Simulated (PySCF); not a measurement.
Br₃Zr, charge +1, singlet, geometry from GFN2-xTB (such geometries of metal compounds can be far from the true shape) (the multiplicity is a formal guess) (core potentials on Zr). Base run: DF-B3LYP/def2-SVP in PySCF.

PySCF was given this input:
```python
from pyscf import gto, scf, dft

mol = gto.M(
    atom='''
Zr   -0.380170    0.349142    0.737271
Br   -1.527960   -1.453170   -0.518254
Br    0.124396    1.800660   -1.207106
Br    1.838044   -0.746508    0.882764
''',
    basis='def2-svp',
    ecp={'Zr': 'def2-svp'},
    charge=1,
    spin=0,
    verbose=4,
)

mf = dft.RKS(mol)
mf.xc = 'b3lyp'
mf = mf.density_fit(auxbasis='def2-universal-jkfit')
mf.kernel()
```

Variants of this job, named by their change:

| change | ΔE vs base (µEh) | grid points | electrons on the grid |
|---|---|---|---|
| base | 0.0 | 83664 | 116.00001 |
| grids.prune = off | 0.0 | 158416 | 116.00001 |
| grids.level = 5 | 3.7 | 182616 | 116.00000 |
| grids.atom_grid = (50, 194) | 26.4 | 24632 | 115.99999 |
| grids.atom_grid = (30, 110) | -8283 | 9768 | 116.00256 |
| grids.level = 0 | -7590 | 10192 | 116.00215 |
| grids.radi_method = gauss_chebyshev | -1.7 | 82024 | 116.00001 |
| small_rho_cutoff = 0 | 0.0 | 83664 | 116.00001 |
| grids.atom_grid = (75, 302) | 20.2 | 52696 | 115.99996 |
| grids.level = 1 | -130 | 30208 | 116.00002 |
| grids.level = 2 | 29.1 | 53632 | 115.99995 |
